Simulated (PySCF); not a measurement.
Orbital energies and ionisation energy

Species: C₂H₁₁Ge₂NSi.
Structure used (PBE0-D3(BJ)/def2-SVP), in Å, numbered top down from 1:
```
atom  x, y, z in Å
C1    -1.7296   -1.3716   -0.0130
N2    -2.2399   -0.2903    0.7738
C3    -1.8539    0.8991    0.5828
Ge4   -0.5382    1.5995   -0.7333
Ge5    1.7323    1.1382   -0.0033
Si6    2.0791   -1.1866    0.3825
H7    -2.5650   -1.8683   -0.5327
H8    -1.2888   -2.1277    0.6562
H9    -0.9707   -1.0853   -0.7693
H10   -2.2928    1.6708    1.2398
H11   -0.7666    3.1230   -0.7931
H12   -0.7603    1.0227   -2.1459
H13    2.7410    1.6552   -1.0501
H14    1.9909    1.9036    1.3116
H15    1.7394   -1.9686   -0.8461
H16    3.5039   -1.4560    0.7467
H17    1.2022   -1.6452    1.5025
```

Level: wB97X-D/def2-SVPD (PySCF). Frontier orbitals with their largest atomic shares (Löwdin; up to four atoms above 4 %):

| orbital | ε (eV) | main atoms |
| --- | --- | --- |
| HOMO−3 | -11.05 | N2 20 %, C3 20 %, Ge5 12 %, C1 10 % |
| HOMO−2 | -10.30 | Ge5 26 %, Si6 18 %, N2 10 %, H14 8 % |
| HOMO−1 | -9.61 | Ge5 26 %, Ge4 21 %, Si6 16 %, N2 8 % |
| HOMO | -8.67 | ? |
| LUMO | 0.71 | N2 25 %, C3 24 %, Ge4 16 %, Ge5 11 % |
| LUMO+1 | 1.46 | Ge4 26 %, Si6 15 %, Ge5 14 %, H11 12 % |
| LUMO+2 | 1.67 | Ge5 28 %, Si6 18 %, Ge4 12 %, H14 10 % |

Task: What vertical ionisation energy does ΔSCF give, and how far is −ε(HOMO) from it?

Result: ΔSCF: 8.74 eV (844 kJ/mol; threshold wavelength 142 nm); ⟨S²⟩ of the doublet left behind is 0.760, against 0.75 for a pure doublet. −ε(HOMO) is 8.67 eV, 0.07 eV below it. In exact Kohn–Sham theory the two would be equal; wB97X-D (range-separated hybrid) comes within 0.07 eV of that here.

Task: On which atoms does the HOMO lie?

Result: N2 (C=N nitrogen) 45 %, C3 (C=N carbon) 16 %, Ge4 (germanium bonded to C, Ge and 2 H) 12 %, C1 (N-methyl carbon) 8 %. The HOMO−1 lies 0.94 eV lower.

Task: How many of the 10 lowest singlet excitations (vertical TDDFT, same level) lie below the ionisation energy?

Result: All 10; they run from 4.18 to 7.29 eV.

Task: With α = 130.1 au, estimate the like-pair dispersion coefficient by London's formula C6 = (3/4)α²I.

Result: I = 0.3213 Eh, so C6 ≈ 4080 au, a rough estimate.

Task: What kinetic energy would electrons from this vertical process carry with He II light (40.814 eV)?

Result: 40.81 − 8.74 = 32.07 eV.

Task: What total energies stand behind the ΔSCF value?

Result: E(N) = -4580.42792 Eh and E(N − 1) = -4580.10662 Eh at the same geometry, 0.32130 Eh apart.

Isolated species at its PBE0-D3(BJ)/def2-SVP geometry (one conformer only). The calculation is non-relativistic, for germanium too.

The pairwise dispersion term of wB97X-D wasn't added to the energies; at a given geometry it leaves orbitals and properties as they are.
